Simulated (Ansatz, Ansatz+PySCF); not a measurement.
```
atom   x (Å)   y (Å)    z (Å)
  Cr  0.0000  0.0000  -0.0718
   H  0.0000  0.0000   1.7231
```

UHF on sextet CrH was run in several spherical basis sets with Ansatz (development build ahead of 0.2.0).

(1) Rank the basis sets by the total energy that they give, lowest first, with the distance from the lowest.
A. cc-pVTZ
B. 6-31G(d)
C. def2-TZVP
D. def2-SVP
E. cc-pVDZ

## Answers

(1) A (0.00 eV), E (0.07 eV), C (0.64 eV), B (3.66 eV), D (4.40 eV).

Totals follow the description of the cores as much as that of the bonds, so this order isn't one of quality for chemistry.
